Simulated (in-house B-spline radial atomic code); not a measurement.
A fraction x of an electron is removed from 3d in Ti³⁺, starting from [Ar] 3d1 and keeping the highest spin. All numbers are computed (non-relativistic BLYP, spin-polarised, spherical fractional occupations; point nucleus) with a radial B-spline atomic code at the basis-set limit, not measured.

| x | E(x) - E(0) (eV) | 3d up level (eV) |
| --- | --- | --- |
| 0 | 0.0000 | -35.323 |
| 0.06 | 2.1484 | -36.293 |
| 0.2 | 7.3897 | -38.589 |
| 0.37 | 14.1907 | -41.433 |
| 0.46 | 17.9884 | -42.963 |
| 0.5 | 19.7207 | -43.649 |
| 0.59 | 23.7189 | -45.203 |
| 0.72 | 29.7427 | -47.476 |
| 0.82 | 34.5787 | -49.247 |
| 0.89 | 38.0697 | -50.498 |
| 1 | 43.7334 | - |

The exact functional would give a straight line between the two integer points. Deviations E(x) - E(0) - x[E(1) - E(0)], in eV: -0.476 at x = 0.06, -1.357 at x = 0.2, -1.991 at x = 0.37, -2.129 at x = 0.46, -2.146 at x = 0.5, -2.084 at x = 0.59, -1.745 at x = 0.72, -1.283 at x = 0.82, -0.853 at x = 0.89.

The curve lies below the straight line by up to 2.146 eV (at x = 0.5): convex, the delocalisation error that favours fractional charges.

Question: How well does Slater's transition state (minus the level at half occupation) give the ionisation energy?

Answer: It gives 43.649 eV against 43.733 eV from the two total energies; NIST lists 43.27 eV, ground level to ground level.
